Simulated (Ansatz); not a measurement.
cyclo-(F2SiSe)3 (Si3Se3F6), relaxed as a singlet with RKS PBE-D4/def2-SVP in Ansatz, starting from the GFN2-xTB geometry. Force threshold 0.03 eV/Å.

Start:

```xyz
12

Si    0.829   -1.321    1.185
F     1.365   -2.519    2.075
F     1.821   -0.139    1.590
Se   -1.259   -0.841    1.917
Si   -1.591    0.975    0.606
F    -2.991    1.590    1.024
F    -0.580    2.133    1.032
Se   -1.614    0.783   -1.650
Si    0.519    0.062   -1.891
F     0.789   -0.048   -3.450
F     1.528    1.222   -1.465
Se    1.184   -1.899   -0.975
```

Q: Estimate the energy that the relaxation releases and the steps that it takes.

A: 0.29 eV, in 5 steps; 7.5 s on 2 threads of AMD EPYC 7R13 on a shared host and a share (18 GiB) of an NVIDIA H100 80GB HBM3. No frequencies were taken in this run, so the end may be a saddle point.

Q: Does the start keep its bonding and symmetry?

A: By distances, no bond broke or formed. The bond that changes most is Si1–F2, from 1.59 to 1.62 Å (atoms count from 1). Point group C3v at the start, C3v at the end, both within 0.05 Å.

Q: Predict the relaxed structure.

A: 
```xyz
12

Si    0.854   -1.290    1.194
F     1.340   -2.564    2.071
F     1.808   -0.025    1.537
Se   -1.282   -0.876    1.874
Si   -1.563    1.002    0.612
F    -3.026    1.572    1.018
F    -0.445    2.111    0.998
Se   -1.642    0.712   -1.648
Si    0.539    0.091   -1.877
F     0.770   -0.072   -3.474
F     1.518    1.261   -1.325
Se    1.129   -1.920   -0.980
```
Bond lengths: 6 × F–Si 1.62 Å; 6 × Se–Si 2.28 Å.
